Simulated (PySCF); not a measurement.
C₂H₇BClN, SMILES CCB(N)Cl.

Geometry: PBE0-D3(BJ)/def2-SVP. This is a generated structure with no PubChem entry under its InChIKey; it may be hypothetical. Other conformers were not sampled.

Method: PBE0-D3(BJ)/def2-SVP (PySCF 2.14.0).

Frequencies are harmonic and unscaled.

Computed normal modes with their intensities:
| mode | ν (cm⁻¹) | IR (km/mol) | moving atoms (share of kinetic energy) |
|---|---|---|---|
| 1 | 75 | 0.7 | H 46 %, C 37 %, Cl 8 % |
| 2 | 194 | 1.8 | C 29 %, N 26 %, H 25 %, Cl 11 %, B 9 % |
| 3 | 224 | 0.0 | H 88 % |
| 4 | 306 | 0.7 | C 32 %, N 23 %, H 21 %, Cl 18 % |
| 5 | 382 | 3.6 | Cl 36 %, C 26 %, H 24 %, N 10 % |
| 6 | 411 | 10.3 | H 52 %, B 45 % |
| 7 | 527 | 128.6 | H 81 %, N 18 % |
| 8 | 609 | 29.1 | H 86 %, B 9 % |
| 9 | 649 | 20.2 | N 24 %, C 23 %, H 22 %, Cl 16 %, B 15 % |
| 10 | 748 | 15.0 | H 65 %, B 18 %, C 16 % |
| 11 | 823 | 6.2 | H 53 %, C 16 %, N 15 %, B 14 % |
| 12 | 984 | 4.3 | H 78 %, C 19 % |
| 13 | 996 | 0.4 | H 73 %, C 18 %, B 8 % |
| 14 | 1044 | 51.0 | C 47 %, H 29 %, B 18 % |
| 15 | 1120 | 129.0 | H 44 %, B 29 %, C 22 % |
| 16 | 1250 | 0.4 | H 81 %, C 18 % |
| 17 | 1321 | 74.3 | H 47 %, C 28 %, B 20 % |
| 18 | 1384 | 44.9 | H 60 %, C 23 %, B 15 % |
| 19 | 1402 | 26.5 | H 61 %, B 22 %, C 13 % |
| 20 | 1425 | 0.9 | H 80 %, C 10 %, B 9 % |
| 21 | 1478 | 7.1 | H 97 % |
| 22 | 1481 | 16.4 | H 92 % |
| 23 | 1596 | 202.9 | H 63 %, N 24 %, B 13 % |
| 24 | 3044 | 29.0 | H 97 % |
| 25 | 3054 | 11.8 | H 94 % |
| 26 | 3094 | 1.5 | H 91 %, C 9 % |
| 27 | 3130 | 27.1 | H 91 %, C 9 % |
| 28 | 3139 | 22.2 | H 91 %, C 9 % |
| 29 | 3633 | 43.3 | H 96 % |
| 30 | 3743 | 46.2 | H 91 %, N 9 % |
